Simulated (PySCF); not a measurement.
H₈N₂Si₃. Atoms are numbered in the order given.

```xyz
13

N      2.3435     0.0273     1.0419
Si     1.0728    -0.4269    -0.0538
Si    -1.0716    -0.8770     0.8396
N     -1.6927     0.2980    -0.3155
Si    -0.3754     1.0917    -1.1826
H      2.1558     0.7159     1.7648
H      3.2904     0.1308     0.6882
H      1.6309    -1.4795    -0.9529
H     -1.6665    -2.2411     0.6726
H     -1.2838    -0.4993     2.2752
H     -2.6794     0.5056    -0.4507
H     -0.2307     2.5490    -0.8563
H     -0.5344     1.0131    -2.6711
```
Charge 0, spin multiplicity 1.

Coordinates come from a B3LYP-D3(BJ)/def2-SVP optimisation. This is a generated structure with no PubChem entry under its InChIKey; it may be hypothetical. The values are those of a single conformer.

All values below come from PySCF with PBE/def2-TZVP.

The molecule is in vacuum.

Q: Estimate the frontier levels, gap, dipole moment and polarisability. (Estimate from the structure and the level; the computed values follow.)

A: 
```yaml
highest_occupied_level: -5.39 eV
lowest_empty_level: -1.40 eV
orbital_gap: 3.99 eV
dipole_moment: 0.244 e·Å
quadrupole, principal values (traceless, Buckingham form, about the centre of nuclear charge): -8.81, -2.46, 11.27 D·Å
mean_static_polarisability: 101.4 bohr³ (15.02 Å³)
polarisability_principal_values: 83.8, 107.3, 112.9 bohr³
```
